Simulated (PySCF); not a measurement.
C6H7FO2.
Structure used (GFN2-xTB), in Å, numbered top down from 1:
```
atom  x, y, z in Å
C1     0.2981    3.1395    0.0504
C2     0.5735    1.6626    0.1287
O3     1.4944    1.0971   -0.3919
O4    -0.3563    1.0515    0.8858
C5    -0.2374   -0.3336    1.0905
C6    -1.5239   -1.0989    1.1461
C7    -1.0013   -2.2309    1.9497
F8     0.0302   -2.9855    1.4602
C9    -0.7388   -0.8439    2.4061
H10    0.8957    3.6427    0.8086
H11    0.5977    3.5144   -0.9238
H12   -0.7522    3.3386    0.2372
H13    0.6482   -0.7533    0.6222
H14   -2.5041   -0.8481    0.8043
H15   -1.6777   -2.8738    2.5008
H16   -0.9329   -0.3380    3.3265
```

Method used: PySCF, TDDFT wB97X-D/def2-SVPD, vertical, gas phase, core orbitals frozen in the response.

Q: What does the calculation give for the low-lying excited states?

A: 

```
state  λ (nm)  E (eV)       f   main configurations (H = HOMO, L = LUMO)
   S1   207.9    5.96  0.0011                     H→L (59%), H-2→L (36%)
   S2   158.6    7.82   0.238                                H-1→L (86%)
   S3   153.3    8.09   0.010                     H-2→L (52%), H→L (33%)
   S4   150.5    8.24   0.091                 H→L+1 (64%), H-2→L+1 (13%)
   S5   148.3    8.36   0.033  H→L+2 (53%), H-2→L+2 (20%), H-2→L+1 (13%)
   S6   143.6    8.64  0.0018                H-1→L+1 (80%), H-1→L+5 (9%)
   S7   142.5    8.70   0.071                 H→L+3 (63%), H-2→L+3 (24%)
   S8   140.6    8.82  0.0075               H-1→L+2 (66%), H-3→L+2 (14%)
```

Triplets (Tamm–Dancoff): T1 5.49 eV, H→L (58%), H-2→L (36%); T2 6.21 eV, H-1→L (60%), H-4→L (25%); T3 7.25 eV, H→L+7 (22%), H-2→L (21%), H-2→L+7 (14%).

The lowest singlet comes at 208 nm (575 kJ/mol) in the ultraviolet; it is very weak; its leading configuration is HOMO→LUMO (59%). The most intense listed level is S2 at 7.82 eV (159 nm, f = 0.238), 1.86 eV above S1. Löwdin shares by element: HOMO carbon 37% or more, oxygen 36% or more (atoms not listed hold the other 27%); LUMO carbon 46% or more, oxygen 39% (atoms not listed hold the other 15%). The listed states span 2.85 eV, and the widest gap between neighbours is 1.86 eV (S1 to S2). The oscillator strengths of these states sum to 0.452; summed over the whole spectrum of an exact calculation they would give the number of electrons, 68 (Thomas–Reiche–Kuhn). Of the 8 states listed, 4 reach f = 0.01 and none stays under 0.0005. The window holds the lowest 8 singlets.

One conformer stands for the species.
